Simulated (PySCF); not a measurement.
Structure with atom numbers: `[CH2:1]=[CH:2]/[CH:3]=[C:4](\[O:5][CH3:6])[C:7](=[CH2:8])[C:9]#[N:10]`. Each H is labelled by its parent atom. Ha(C1) is cis to C3; Ha(C8) is cis to C4; Hb(C1) is trans to C3; Hb(C8) is trans to C4.

PySCF 2.14.0 with density-fitted response routines calculation with shielding tensors at PBE0/pcSseg-1 (GIAO) and GFN2-xTB geometry; no solvent model, one computed conformer, non-relativistic Hamiltonian, equivalent nuclei averaged.

References, each an isolated molecule treated in the same way: TMS for 13C.

Task: Do the 13C shifts follow the atomic charges (in e)? Tabulate both.

Result: 
```tsv
atoms	hybridisation	δ (ppm)	σ para (ppm)	Hirshfeld	IAO	Mulliken	ESP-fitted
C4	sp2	160.9	-227	+0.07	+0.18	+0.26	+0.19
C2	sp2	138.4	-205	-0.05	-0.14	-0.17	+0.03
C8	sp2	135.9	-197	-0.06	-0.27	+0.03	-0.37
C3	sp2	133.7	-206	-0.05	-0.17	-0.13	-0.29
C1	sp2	129.3	-196	-0.08	-0.30	-0.12	-0.48
C7	sp2	124.5	-196	+0.00	-0.06	-0.32	-0.07
C9	sp	122.3	-196	+0.08	+0.14	+0.12	+0.40
C6	sp3	60.0	-119	-0.04	-0.20	-0.02	-0.16
```

Correlation coefficients of δ with charge over these carbons: Hirshfeld +0.20, IAO +0.34, Mulliken +0.19, ESP-fitted +0.14; with the paramagnetic shielding -0.99. Among the 6 sp2 carbons alone: Hirshfeld +0.69, IAO +0.73, Mulliken +0.90, ESP-fitted +0.66. With so few points, grouped by hybridisation, these coefficients are fragile. Charge is one influence among several: hybridisation and low-lying excitations act through the paramagnetic term.

Shifts are as computed. Against solution values, carbons near 30 ppm lie about +3 ppm off and those near 130 ppm about +5 ppm. Of 1211 compounds with measured shifts, 218 miss one by over three times the rms of a fit or turn the order of signals round; such compounds aren't used in these exercises.
